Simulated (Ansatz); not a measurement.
HOSi (SMILES O=[SiH]) moved off its minimum; all values from Ansatz (an electronic-structure program), cores frozen in correlated methods. Open shells are unrestricted.
(charge 0, multiplicity 2)
```xyz
3

O      0.8802    -0.4981     0.0117
Si    -0.3869     0.3424    -0.0450
H     -1.7374    -0.4219    -0.0400
```

Give the forces (eV/Å), the total energy and the dipole at CCSD(T)/aug-cc-pV(T+d)Z.


```json
[
 {"atom": "O1", "Fx": "0.679", "Fy": "-0.321", "Fz": "0.025"},
 {"atom": "Si2", "Fx": "-0.932", "Fy": "0.057", "Fz": "-0.020"},
 {"atom": "H3", "Fx": "0.253", "Fy": "0.264", "Fz": "-0.006"}
]
```
Energy -364.7459 hartree, dipole 3.26 D.
